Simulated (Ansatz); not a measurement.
One change: `[Cl][Ge][Cl]` becomes `[SH][Ge][Cl]`.

Ansatz, PBE0-D4/def2-TZVP geometries, multiplicity 1. Each molecule was computed in one conformer, which needn't be the lowest.

Scalar relativity is left out up to krypton.

| property | `[Cl][Ge][Cl]` |
| --- | --- |
| size of the dipole moment (ωB97M-V/def2-TZVPP) / D | 2.10 |
| HOMO energy (PBE0/def2-TZVPP) / eV | -8.11 |
| HOMO energy (PBE/def2-TZVPP) / eV | -6.99 |
| LUMO energy (B3LYP/def2-TZVPP) / eV | -3.28 |
| size of the dipole moment (B3LYP/def2-TZVPP) / D | 2.05 |
| HOMO–LUMO gap (B3LYP/def2-TZVPP) / eV | 4.64 |

Problem. Give the same properties after the change, and the shifts. (An estimate is asked.)

Solution. The calculation gave: 
```
                                          property  `[SH][Ge][Cl]`  shift
size of the dipole moment (ωB97M-V/def2-TZVPP) / D            1.05  -1.05
                HOMO energy (PBE0/def2-TZVPP) / eV           -7.59   0.52
                 HOMO energy (PBE/def2-TZVPP) / eV           -6.51   0.48
               LUMO energy (B3LYP/def2-TZVPP) / eV           -2.89   0.39
  size of the dipole moment (B3LYP/def2-TZVPP) / D            1.02  -1.03
             HOMO–LUMO gap (B3LYP/def2-TZVPP) / eV            4.49  -0.15
```

With PBE0 the HOMO rises by 0.52 eV and the LUMO rises by 0.36 eV, so the gap narrows by about 0.16 eV. PBE moves the HOMO by 0.48 eV and ωB97M-V by 0.54 eV. The zero-point energy changes by 22.0 kJ/mol with +3 modes. Dipoles are sizes alone; their direction can turn.

B3LYP here is the variant with VWN-RPA as its local correlation; programs differ in this.
